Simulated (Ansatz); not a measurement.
C8H14OSn⁺, that is Sn(vinyl)3(OEt) with one electron fewer. Charge 1, multiplicity 2. Geometry r2SCAN-D4/def2-SVP; atoms count from 1.

```csv
atom,x (Å),y (Å),z (Å)
Sn1,0.760,0.431,-0.849
C2,0.386,1.512,0.979
C3,-0.391,2.605,0.972
H4,0.853,1.142,1.902
H5,-0.928,2.951,0.079
H6,-0.502,3.226,1.872
C7,2.498,-0.780,-0.790
C8,3.328,-0.753,0.261
H9,2.711,-1.416,-1.658
H10,3.169,-0.120,1.142
H11,4.233,-1.374,0.278
C12,-0.174,1.251,-2.561
C13,-1.509,1.316,-2.637
H14,0.462,1.614,-3.376
H15,-2.173,0.950,-1.846
H16,-1.998,1.737,-3.525
O17,-0.850,-0.800,-0.182
C18,-0.796,-1.836,0.733
C19,-1.881,-1.748,1.787
H20,-0.976,-2.751,0.105
H21,0.225,-1.978,1.145
H22,-1.860,-2.649,2.418
H23,-1.711,-0.866,2.425
H24,-2.875,-1.662,1.326
```

In the def2 sets Sn takes a core potential; there is no spin–orbit coupling. Single mean-field runs in def2-TZVP are fitted with def2-universal-jkfit.

Q: Estimate the Mulliken populations from the PBE0/def2-TZVP orbitals of Ansatz.

A: 
```csv
atom,charge (e),spin (α − β)
Sn1,1.09,-0.04
C2,-0.36,0.11
C3,-0.20,0.08
H4,0.17,0.01
H5,0.18,0.00
H6,0.18,0.01
C7,-0.39,0.01
C8,-0.21,0.00
H9,0.17,0.00
H10,0.16,0.00
H11,0.18,0.00
C12,-0.38,0.00
C13,-0.24,0.00
H14,0.17,0.00
H15,0.17,0.00
H16,0.18,0.00
O17,-0.25,0.67
C18,-0.08,-0.01
C19,-0.35,0.03
H20,0.20,0.11
H21,0.15,0.02
H22,0.16,0.00
H23,0.15,0.01
H24,0.16,0.00
```
Mulliken values and Mayer orders depend strongly on the basis.

Q: Where does the spin sit?

A: Summed by element: Sn -0.04, C 0.22, H 0.15, O 0.67, of 1 unpaired in all. Largest on single atoms: O17 0.67, H20 0.11, C2 0.11.

Q: And the Mayer bond orders between bonded heavy atoms (over 0.3)?

A: Sn1–C2 0.82 (2.16 Å); Sn1–C7 0.93 (2.12 Å); Sn1–C12 0.93 (2.12 Å); Sn1–O17 0.51 (2.13 Å); C2–C3 1.87 (1.34 Å); C7–C8 1.89 (1.34 Å); C12–C13 1.90 (1.34 Å); O17–C18 1.03 (1.38 Å); C18–C19 1.01 (1.52 Å).
